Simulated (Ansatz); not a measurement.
Consider the cleavage of the Al–Si bond: `C#C[SiH2][AlH2]` + `N=C=O` → `O=C=[N][AlH2]` + `C#C[SiH3]`.

Program: Ansatz. Geometries: PBE0-D4/def2-TZVP. ΔE: electronic, gas phase. CCSD(T)/CBS adds triple-zeta CCSD(T) − MP2 to the extrapolated MP2 energy (def2 sets, frozen cores). This one scheme is used for every species. Functionals use def2-TZVPP. Each species was taken in one conformer, which may not be the lowest.

```json
{"level": "PBE-QIDH", "ΔE (kcal/mol)": "-35.1"}
{"level": "MP2/def2-TZVPP", "ΔE (kcal/mol)": "-38.1"}
{"level": "MP2/CBS(def2)", "ΔE (kcal/mol)": "-37.9"}
{"level": "CCSD/CBS(def2)", "ΔE (kcal/mol)": "-36.5"}
```

What does CCSD(T)/CBS give? (Best estimate.)

Ansatz gave: -35.6 kcal/mol. The listed levels differ from it by 0.5, -2.5, -2.3, -0.9 kcal/mol.

Largest T1 diagnostic among the species: 0.018.

From r2SCAN to r2SCAN0 (25 % exact exchange), in def2-TZVPP and without D4, ΔE moves by −1.0 kcal/mol. At CCSD(T), def2-SVP lies −2.1 kcal/mol from the extrapolated value and def2-TZVPP −0.2 kcal/mol. In def2-TZVPP, CCSD(T) changes the Hartree–Fock value by +6.3 kcal/mol (the triples alone add +1.0 kcal/mol) and MP2 by +3.9 kcal/mol.
